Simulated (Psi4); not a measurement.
HCl3OZr, charge -1, doublet, at the geometry of the source list (the multiplicity is a formal guess) (core potentials on Zr) (a gas-phase anion, which may not be bound at this level); Psi4 with B3LYP/def2-SV(P).

Psi4 was given this input:
```
memory 2 GB

molecule mol {
-1 2
  Zr    0.257200   -0.080600   -0.012700
  Cl    2.118100    0.967600   -0.762600
  Cl    0.947900   -0.886800    1.988100
  Cl    0.233500   -1.956500   -1.279100
  O    -1.323900    0.824000    0.013400
  H    -2.232800    1.132300    0.052700
}

set basis def2-sv(p)
set reference uks
set guess sap

energy('b3lyp')
print_variables()
```

**Question.** What does Psi4 print? Leave out banner, timings and long lists.

**Answer.** 
```
   => Loading Basis Set <=

    Name: DEF2-SV(P)
    Role: ORBITAL
    Keyword: BASIS

    !!!  WARNING: ECP capability is in beta. Please check occupations closely.  !!!

         ---------------------------------------------------------
                                   SCF
               by Justin Turney, Rob Parrish, Andy Simmonett
                          and Daniel G. A. Smith
                              UKS Reference
         ---------------------------------------------------------

  ==> Geometry <==

    Molecular point group: c1
    Full point group: C1

    Geometry (in Angstrom), charge = -1, multiplicity = 2:

       Center              X                  Y                   Z               Mass
    ------------   -----------------  -----------------  -----------------  -----------------
         ZR          -0.286094026723     0.195663263765     0.000276838118    89.904697700000
         CL           1.574805973277     1.243863263765    -0.749623161882    34.968852682000
         CL           0.404605973277    -0.610536736235     2.001076838118    34.968852682000
         CL          -0.309794026723    -1.680236736235    -1.266123161882    34.968852682000
         O           -1.867194026723     1.100263263765     0.026376838118    15.994914619570
         H           -2.776094026723     1.408563263765     0.065676838118     1.007825032230

  Running in c1 symmetry.

  Rotational constants: A =      0.04734  B =      0.04715  C =      0.03897 [cm^-1]
  Rotational constants: A =   1419.14384  B =   1413.58526  C =   1168.26280 [MHz]
  Nuclear repulsion =  376.546490605385316

  Charge       = -1
  Multiplicity = 2
  Electrons    = 73
  Nalpha       = 37
  Nbeta        = 36

  ==> Algorithm <==

  SCF Algorithm Type is DF.
  DIIS enabled.
  MOM disabled.
  Fractional occupation disabled.
  Guess Type is SAP.
  Energy threshold   = 1.00e-06
  Density threshold  = 1.00e-06
  Integral threshold = 1.00e-12

  ==> Primary Basis <==

  Basis Set: DEF2-SV(P)
    Blend: DEF2-SV(P)
    Number of shells: 42
    Number of basis functions: 94
    Number of Cartesian functions: 100
    Spherical Harmonics?: true
    Max angular momentum: 2

  Core potential: DEF2-SV(P)
    Number of shells: 4
    Number of ECP primitives: 14
    Number of ECP core electrons: 28
    Max angular momentum: 3

  ==> DFT Potential <==

   => LibXC <=

    Version 7.1.2
    S. Lehtola, C. Steigemann, M. J. T. Oliveira, and M. A. L. Marques,  SoftwareX 7, 1–5 (2018) (10.1016/j.softx.2017.11.002)

   => Composite Functional: B3LYP <=

    B3LYP Hyb-GGA Exchange-Correlation Functional

    P. J. Stephens, F. J. Devlin, C. F. Chabalowski, and M. J. Frisch,  J. Phys. Chem. 98, 11623 (1994) (10.1021/j100096a001)

    Deriv               =              1
    GGA                 =           TRUE
    Meta                =          FALSE

    Exchange Hybrid     =           TRUE
    MP2 Hybrid          =          FALSE

   => Exchange Functionals <=

    0.0800   Slater exchange
    0.7200         Becke 88

   => Exact (HF) Exchange <=

    0.2000               HF

   => Correlation Functionals <=

    0.1900   Vosko, Wilk & Nusair (VWN5_RPA)
    0.8100   Lee, Yang & Parr

   => LibXC Density Thresholds  <==

    XC_HYB_GGA_XC_B3LYP:  1.00E-15

   => Molecular Quadrature <=

    Radial Scheme          =       TREUTLER
    Pruning Scheme         =           NONE
    Nuclear Scheme         =       TREUTLER

    Blocking Scheme        =         OCTREE
    BS radius alpha        =              1
    Pruning alpha          =              1
    Radial Points          =             75
    Spherical Points       =            302
    Total Points           =         130509
    Total Blocks           =           1072
    Max Points             =            256
    Max Functions          =             86
    Weights Tolerance      =       1.00E-15

   => Loading Basis Set <=

    Name: (DEF2-SV(P) AUX)
    Role: JKFIT
    Keyword: DF_BASIS_SCF

[...]
   @DF-UKS iter   5: -1502.66285500456570   -1.72215e+00   1.01839e-02 ADIIS/DIIS
   @DF-UKS iter   6: -1503.08413528679421   -4.21280e-01   5.79817e-03 ADIIS/DIIS
   @DF-UKS iter   7: -1503.18757521524890   -1.03440e-01   4.43562e-03 ADIIS/DIIS
   @DF-UKS iter   8: -1503.29098314108160   -1.03408e-01   5.08837e-04 ADIIS/DIIS
   @DF-UKS iter   9: -1503.29208671095785   -1.10357e-03   3.91545e-04 ADIIS/DIIS
   @DF-UKS iter  10: -1503.29287517364583   -7.88463e-04   1.66843e-04 ADIIS/DIIS
   @DF-UKS iter  11: -1503.29302204998294   -1.46876e-04   9.87956e-05 DIIS
   @DF-UKS iter  12: -1503.29308979410121   -6.77441e-05   5.83296e-05 DIIS
   @DF-UKS iter  13: -1503.29312605560722   -3.62615e-05   1.78997e-05 DIIS
   @DF-UKS iter  14: -1503.29313249741722   -6.44181e-06   9.18163e-06 DIIS
   @DF-UKS iter  15: -1503.29313498219608   -2.48478e-06   5.84223e-06 DIIS
   @DF-UKS iter  16: -1503.29313656161617   -1.57942e-06   2.37231e-06 DIIS
   @DF-UKS iter  17: -1503.29313715442481   -5.92809e-07   1.49738e-06 DIIS
   @DF-UKS iter  18: -1503.29313753713109   -3.82706e-07   1.18780e-06 DIIS
   @DF-UKS iter  19: -1503.29313789844900   -3.61318e-07   1.05267e-06 DIIS
   @DF-UKS iter  20: -1503.29313866756547   -7.69116e-07   9.15468e-07 DIIS
  Energy and wave function converged.

  ==> Post-Iterations <==

   Electrons on quadrature grid:
      Nalpha   =   37.0000017590 ; deviation = 1.759e-06
      Nbeta    =   35.9999988971 ; deviation = -1.103e-06
      Ntotal   =   73.0000006560 ; deviation = 6.560e-07

   @Spin Contamination Metric:   1.449689835E-03
   @S^2 Expected:                7.500000000E-01
   @S^2 Observed:                7.514496898E-01
   @S   Expected:                5.000000000E-01
   @S   Observed:                5.000000000E-01

    Orbital Energies [Eh]
    ---------------------

    Alpha Occupied:

[...]
      37A      0.087942

    Alpha Virtual:

[...]
    Beta Occupied:

[...]
    Beta Virtual:

[...]
      94A     33.016194

    Final Occupation by Irrep:
              A
    DOCC [    36 ]
    SOCC [     1 ]
    NA   [    37 ]
    NB   [    36 ]

  @DF-UKS Final Energy: -1503.29313866756547

   => Energetics <=

    Nuclear Repulsion Energy =            376.5464906053853156
    One-Electron Energy =               -2854.7426893391293561
    Two-Electron Energy =                1055.6845974938059953
    DFT Exchange-Correlation Energy =     -80.7815374276273843
    Empirical Dispersion Energy =           0.0000000000000000
    VV10 Nonlocal Energy =                  0.0000000000000000
    Total Energy =                      -1503.2931386675654721

  UHF NO Occupations:
  HONO-2 :   35  A 1.9999096
  HONO-1 :   36  A 1.9995435
  HONO-0 :   37  A 1.0000000
  LUNO+0 :   38  A 0.0004565
  LUNO+1 :   39  A 0.0000904
  LUNO+2 :   40  A 0.0000553
  LUNO+3 :   41  A 0.0000345

Computation Completed

Properties will be evaluated at   0.000000,   0.000000,   0.000000 [a0]

Properties computed using the SCF density matrix

 Multipole Moments:

 ------------------------------------------------------------------------------------
     Multipole            Electronic (a.u.)      Nuclear  (a.u.)        Total (a.u.)
 ------------------------------------------------------------------------------------

 L = 1.  Multiply by 2.5417464519 to convert [e a0] to [Debye]
 Dipole X            :        -14.3108603           13.6754379           -0.6354224
 Dipole Y            :         10.2586197           -9.8999823            0.3586375
 Dipole Z            :         -0.0372652            0.0578867            0.0206216
 Magnitude           :                                                    0.7299368

 ------------------------------------------------------------------------------------

  Variable Map:
  ----------------------------------------------------------------------------
[...]
  Array Variable Map:
  ----------------------------------------------------------------------------
[...]
[...]
```
